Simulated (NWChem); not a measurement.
Molecule: CH₄O₂Zn; SMILES C[O][Zn][OH]

```xyz
8

Zn    -0.0750     0.4190    -0.0126
O      0.2006     2.1734     0.1008
H      0.2321     2.5816    -0.7846
O     -0.5226    -1.3056     0.0352
C      0.4219    -2.3444     0.0104
H      1.1399    -2.3291     0.8691
H     -0.1157    -3.3196     0.0679
H      1.0372    -2.3793    -0.9242
```
Atoms are numbered in this order, from 1.

Program: NWChem. Medium grid unless said otherwise, to which SCAN and Minnesota functionals are sensitive. Geometry: optimised at PBE-D3(BJ)/def2-SVP. Hybrids' shares of exact exchange are those that their runs print; pure functionals count as 0. The functionals differ in more than this share.

| row | share of exact exchange | orbital gap (eV) |
|---|---|---|
| PBE/def2-SVP | 0.00 | 3.86 |
| RPBE/def2-SVP | 0.00 | 3.85 |
| B3LYP/def2-SVP | 0.20 | withheld |
| PW6B95/def2-SVP | 0.28 | 6.42 |
| M06-2X/def2-SVP | 0.54 | 8.37 |

**Question.** Fit a straight line of the last column on the one before it, predict the withheld value, and compare with the run.

**Answer.** 
1. Means of the 4 shown rows: x = 0.205, y = 5.625. Slope Σ(x − x̄)(y − ȳ)/Σ(x − x̄)² = 1.705/0.2019 = 8.444; intercept 3.894.
2. The shown rows scatter about the line by 0.095 (root mean square); the largest residual is +0.16, at PW6B95/def2-SVP.
3. At x = 0.20 (B3LYP/def2-SVP; inside the shown range) the line gives 5.58.
4. The run gives 5.71, +0.13 from the line, 1.4 times the scatter.
